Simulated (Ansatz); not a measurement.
`C[O][Al]([F])[F]` + `C[SiH2][SiH](F)[SiH3]` → `C[SiH2][Al]([F])[F]` + `CO[SiH](F)[SiH3]`  (redistribution)

Isolated molecules relaxed with PBE0-D4/def2-TZVP in Ansatz; ΔE leaves out vibrations. CBS: MP2 limit from def2 TZ/QZ plus the TZ coupled-cluster correction, frozen cores. DFT in def2-TZVPP. Each species was taken in one conformer, which may not be the lowest.

Is it downhill or uphill in electronic energy at CCSD(T)/CBS, and by how much? (Estimate.)

The calculation gave: Uphill: ΔE = +3.5 kJ/mol.

What do these levels give: B2PLYP, r2SCAN, PBE0, MP2/def2-TZVPP, CCSD/def2-TZVPP, HF/def2-QZVPP? (Best estimate.)

Ansatz gave: B2PLYP 2.8, r2SCAN 6.4, PBE0 1.6, MP2/def2-TZVPP 6.1, CCSD/def2-TZVPP 3.5, HF/def2-QZVPP -0.1 kJ/mol.

Largest T1 diagnostic among the species: 0.013.

In def2-TZVPP, CCSD(T) changes the Hartree–Fock value by +3.4 kJ/mol (the triples alone add −0.3 kJ/mol) and MP2 by +6.2 kJ/mol.
